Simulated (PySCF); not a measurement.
Spectrum to structure. Computed with PySCF, TDDFT CAM-B3LYP/def2-SVPD, vertical, gas phase, core orbitals frozen in the response. Geometries: GFN2-xTB, one conformer each. The highest level found (9.06 eV, f 0.080 so far) is left out, since the window may have cut off a degenerate partner.

```
state  E (eV)       f
   S1    8.22   0.087
   S2    8.22   0.088
   S3    8.64  0.0001
   S4    8.85  0.0000
   S5    8.89   0.058
   S6    8.93   0.011
   S7    8.94   0.012
```

Orbital energies (eV): HOMO-3 -12.18, HOMO-2 -10.22, HOMO-1 -9.91, HOMO -9.91, LUMO 1.29, LUMO+1 1.92, LUMO+2 1.92.

Problem. Which candidate is it?
A. `CSC` (C2H6S)
B. `CC#CC#P` (C4H3P)
C. `C[SiH](C)C` (C3H10Si)

Solution. C. Its S1, at 8.22 eV, is the highest among the candidates; the nearest of the others has S1 at 5.40 eV. Löwdin shares by element: HOMO (one of a set within 0.03 eV) carbon 53% or more, silicon 21%, hydrogen 5% or more (atoms not listed hold the other 21%); LUMO carbon 33%, silicon 23% (atoms not listed hold the other 43%). At the same level the other candidates give, for their lowest levels:
- `CSC`: 5.40 eV (f 0.000); 5.94 eV (f 0.019); 6.36 eV (f 0.015); 6.96 eV (f 0.055); 7.33 eV (f 0.001); T1 4.96 eV; HOMO -7.63, LUMO 1.36 eV
- `CC#CC#P`: 3.18 eV (f 0.000); 3.48 eV (f 0.000 summed over 2 states); 6.17 eV (f 0.000); 6.42 eV (f 2.011); 6.44 eV (f 0.001 summed over 2 states) [of 8 roots; the last level is left out, as the window may have cut its degenerate partner]; T1 2.45 eV; HOMO -8.04, LUMO -0.78 eV
Triplets come from the Tamm–Dancoff approximation.
